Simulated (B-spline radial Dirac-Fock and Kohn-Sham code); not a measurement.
Calculated with an atomic code on a B-spline grid, using independent-particle rates on relativistic LDA orbitals of the hole state (multipoles up to L = 3, Coulomb Auger matrix elements, transition energies from Dirac-Fock). Free neutral atoms.

**Question.** Order these holes by fluorescence yield, smallest first.
A. Hf M5 (3d5/2)
B. Dy M4 (3d3/2)
C. Sb M4 (3d3/2)
D. Tm K (1s)
E. Xe L2 (2p1/2)

**Answer.** C (0.000343), B (0.00660), A (0.0168), E (0.0902), D (0.950).
